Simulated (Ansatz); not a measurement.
Gas-phase electronic energies from Ansatz, PBE0-D4/def2-TZVP geometries. CBS: MP2 limit from def2 TZ/QZ plus the TZ coupled-cluster correction, frozen cores. For Ge outer-core shells are correlated without core-valence functions, which leaves a few kJ/mol of doubt a bond. Scalar relativity is left out up to krypton. One conformer a species, not always the lowest.

Reaction (redistribution): `O[SiH](O)[NH][GeH3]` + `C[SiH2][SiH](Cl)Cl` → `C[SiH2][GeH3]` + `O[SiH](O)N[SiH](Cl)Cl`

`O[SiH](O)[NH][GeH3]`:

```xyz
12

O    -1.908    0.156   -0.688
Si   -0.999   -0.580    0.459
O    -1.182    0.391    1.776
N     0.607   -0.722   -0.079
Ge    1.605    0.593   -0.903
H    -2.600    0.737   -0.367
H    -1.474   -1.955    0.756
H    -0.652    0.186    2.547
H     0.972   -1.658   -0.165
H     3.057    0.489   -0.401
H     1.588    0.425   -2.433
H     0.987    1.937   -0.501
```

`C[SiH2][SiH](Cl)Cl`:

```xyz
11

C    -0.183   -1.612    0.522
Si    0.027   -0.391   -0.880
Si    0.161    1.769    0.003
Cl   -1.563    2.158    1.059
Cl    1.757    1.853    1.300
H    -1.094   -1.395    1.084
H    -0.249   -2.632    0.138
H     0.664   -1.555    1.208
H    -1.126   -0.428   -1.821
H     1.274   -0.646   -1.651
H     0.332    2.879   -0.962
```

`C[SiH2][GeH3]`:

Z-matrix (Å, degrees):
```
C
Si 1 1.875
H 1 1.092 2 110.8
H 1 1.092 2 110.6 3 120.0
H 1 1.092 2 110.8 3 -120.0
Ge 2 2.380 1 111.3 3 59.9
H 2 1.490 1 110.3 3 -179.4
H 2 1.490 1 110.3 3 -60.7
H 6 1.540 2 110.8 1 -59.8
H 6 1.540 2 110.8 1 59.6
H 6 1.539 2 111.6 1 179.9
```

`O[SiH](O)N[SiH](Cl)Cl`:

```xyz
12

O    -1.251   -2.045   -0.768
Si   -0.399   -1.069    0.226
O     1.040   -1.810    0.472
N    -0.316    0.430   -0.625
Si    0.175    1.952   -0.068
Cl    1.397    2.846   -1.441
Cl    1.191    1.654    1.693
H    -1.054   -2.982   -0.720
H    -1.056   -0.829    1.529
H     1.644   -1.411    1.101
H    -0.473    0.348   -1.622
H    -0.900    2.916    0.223
```

| species | MP2/def2-QZVPP energy (Eh) |
| --- | --- |
| `O[SiH](O)[NH][GeH3]` | -2574.27854 |
| `C[SiH2][SiH](Cl)Cl` | -1539.32171 |
| `C[SiH2][GeH3]` | -2407.76947 |
| `O[SiH](O)N[SiH](Cl)Cl` | -1705.86280 |

Task: Work out ΔE.

Result: ΔE = (-2407.76947) + (-1705.86280) − (-2574.27854) − (-1539.32171) = -0.03202 Eh = -84.1 kJ/mol. CCSD(T)/CBS gives -82.2 kJ/mol.

Largest T1 diagnostic among the species: 0.011.

From PBE to PBE0 (25 % exact exchange), in def2-TZVPP and without D4, ΔE moves by −3.6 kJ/mol.
